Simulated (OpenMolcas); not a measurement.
Cu2+ with 4 ligands (fluoride) in tetrahedral coordination (Td). A charge of +0.5 e stands 2.6 Å behind each ligand. Ligand basis ANO-RCC-VDZP.

```
Program             : OpenMolcas
Method              : CASSCF
Basis               : ANO-RCC-VTZP [6s5p3d2f1g]
Scalar Hamiltonian  : DKH2, point nucleus
Active space        : 9 electrons in 5 orbitals (3d)
State averaging     : 2S+1 = 2 even, 5 roots
Spin-orbit coupling : state interaction with AMFI integrals over the reference wave functions
```

All ligands move together. At R = 1.83 Å |10Dq| is 3507 cm-1, and at R = 1.99 Å it is 2230 cm-1.

Problem. A third run gives 3038 cm-1. What distance was it run at?

Solution. With a power law R^-n the two known points give n = -ln(2230 / 3507) / ln(1.99 / 1.83) = 5.40. Then R = 1.83 × (3507 / 3038)^(1/5.40) = 1.879 Å. The run was at 1.88 Å, so the estimate is off by -0.001 Å.

An orbital triplet at a regular site is open to Jahn-Teller coupling, which can distort the site and quench the lowest spin-orbit gaps and is left out. Ligand-to-metal charge-transfer states are missing. With metal d orbitals alone and no dynamic correlation the field as a rule comes out too small, by tens of per cent, by up to half for chloride and softer ligands, and with too little covalency χT stands high. No measured value stands beside these numbers; the geometry was imposed, not optimised, and the real ion may take another.
